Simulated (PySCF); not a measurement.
These compounds are isomers of formula C6H10OSi.

A. `CC(C(C#C)=O)(C)[SiH3]`
B. SMILES C=C/C=C\C(=C)O[SiH3]
C. `C(/C=C)=C\C(=C)O[SiH3]`

Spectrum 1. 13C{1H} NMR (computed): δ 164.6 (C), 144.8 (CH), 140.2 (CH), 136.6 (CH), 127.1 (CH2), 97.3 (CH2).

Spectrum 2. 13C{1H} NMR (computed): δ 166.6 (C), 142.5 (CH), 139.6 (CH), 131.4 (CH), 127.4 (CH2), 100.3 (CH2).

Spectrum 3. 13C{1H} NMR (computed): δ 196.3 (C), 90.2 (CH), 83.9 (C), 45.1 (C), 23.3 (CH3).

No solvent, fast rotation and ring inversion assumed for equivalent nuclei, non-relativistic Hamiltonian, one conformer. Structure optimised with GFN2-xTB; PBE0/pcSseg-1 with gauge-including orbitals; PySCF 2.14.

References, each an isolated molecule treated in the same way: 13C (σ = 186.93 ppm) against TMS. Shifts are as computed. Against solution values, carbons near 30 ppm lie about +3 ppm off and those near 130 ppm about +5 ppm. Of 1211 compounds with measured shifts, 218 miss one by over three times the rms of a fit or turn the order of signals round; such compounds aren't used in these exercises.

Task: Match each spectrum to its structure.

Result: 1–C, 2–B, 3–A.

- Spectrum 1 (C): 6 13C signals; δC 164.6 is an alkene carbon bearing oxygen; δC 144.8 is an alkene CH.
- Spectrum 2 (B): 6 13C signals; δC 166.6 is an alkene carbon bearing oxygen; δC 142.5 is an alkene CH.
- Spectrum 3 (A): 5 13C signals; δC 90.2 is a terminal alkyne carbon; δC 83.9 is an alkyne carbon.
